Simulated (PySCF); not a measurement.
**Cost of excited-state runs on SMILES COCc1ccc(C)cc1, C$_{9}$H$_{12}$O**

Atoms are numbered as in `[CH3:1][O:2][CH2:3][c:4]1[cH:5][cH:6][c:7]([CH3:8])[cH:9][cH:10]1`; H(Xn) means a hydrogen on atom n.

PySCF with density fitting, on 1 thread of an Arm Neoverse N1, shared host. Command: `OMP_NUM_THREADS=1 python excited_run.py task.json out`

Question: How long does each of these runs take, and how much memory?
- first hyperpolarisability, CAM-B3LYP/def2-SVPD; usual settings
- excited states, wB97X-D/def2-SVPD; Tamm-Dancoff; spin-orbit couplings; 6 states; 5 triplets; quadratic response for 4 states
- excited states, CAM-B3LYP/def2-SVPD; two-photon moments; 8 states; quadratic response for 6 states; 0 triplets

Answer: 
| run | level | basis functions | wall time | peak memory (GiB) |
| --- | --- | --- | --- | --- |
| first hyperpolarisability | CAM-B3LYP/def2-SVPD | 299 | 2.7 min | 1.4 |
| excited states | wB97X-D/def2-SVPD | 299 | 2.6 min | 1.3 |
| excited states | CAM-B3LYP/def2-SVPD | 299 | 3.6 min | 1.4 |

Times from a shared host are rough.
